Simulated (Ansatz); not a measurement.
Mulliken charges of GaHI$_{2}$, SMILES `[I][GaH][I]` from PBE/def2-TZVPP in Ansatz (PBE0-D4/def2-TZVP geometry).

```tsv
atom	x (Å)	y (Å)	z (Å)	charge (e)
I1	-2.247	0.004	-0.650	-0.174
Ga2	0.148	0.199	-0.055	0.341
I3	1.199	-1.754	1.043	-0.174
H4	0.956	1.491	-0.358	0.006
```

Problem. By hand: the dipole of these point charges (1 e Å = 4.8032 D).

Solution. Σ q r = (0.239, 0.381, -0.089) e Å, of length 0.458 e Å = 2.20 D.

Problem. How does the dipole of the full density compare? (An estimate is asked.)

Solution. Ansatz gave: (0.089, 0.142, -0.033) e Å, 0.82 D; the point charges give 2.68 times that, at 0° from its direction.

Point charges leave out the atoms' own dipoles, such as those of lone pairs, and Mulliken's split depends on the basis, so the two needn't agree.
